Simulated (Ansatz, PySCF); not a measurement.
Caution: the highest occupied level lies above zero, so the state may not be bound. This triplet is an excited state, 1.45 eV above the relaxed singlet at the level frozen-core CCSD(T)/aug-cc-pVTZ // B3LYP-D3(BJ)/def2-TZVPD (Ansatz, an electronic-structure program).

B3LYP has the VWN-RPA correlation part, as in Gaussian. 

Z-matrix (Å, degrees):
```
B
O 1 1.4000
H 2 0.9706 1 109.94
S 1 1.7833 2 129.38 3 15.37
H 4 1.5066 1 109.34 2 98.02
```
Charge -1, spin multiplicity 3.

### Question
Estimate the total energy and highest occupied spin orbital that B3LYP-D3(BJ)/def2-TZVPD run with PySCF 2.14.0 returns for this input.

### Answer

```json
{
 "total_energy": "-499.5339 Ha",
 "highest_occupied_spin_orbital": "1.61 eV"
}
```
